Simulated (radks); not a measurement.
The numbers below are computed, except where a source is named.
Problem. The mean radii <r> (bohr) of the occupied orbitals of an atom or ion are listed with their occupations. Level of theory: scalar-relativistic Kohn-Sham, PBEsol, spin-unpolarised, spherical densities, finite nucleus; Fermi nuclear charge, rms radius of each element as measured or else 0.836 A^(1/3) + 0.57 fm (a radial shooting solver on a logarithmic mesh with Libxc functionals).

| orbital | occ. | <r> |
|---|---|---|
| 1s | 2 | 0.1031 |
| 2s | 2 | 0.4540 |
| 2p | 1 | 0.3980 |

Name the element and its charge.

Solution. Z = 15, phosphorus, charge +10: P10+ in [He] 2s2 2p1. The 1s radius gives Z: for a bare nucleus <r> = (2 gamma + 1)/(2Z) with gamma = sqrt(1 - (Z/c)^2), 0.0996 bohr for Z = 15, and screening makes it slightly larger (0.1031 here). The occupations add up to 5, and the charge is Z minus that.
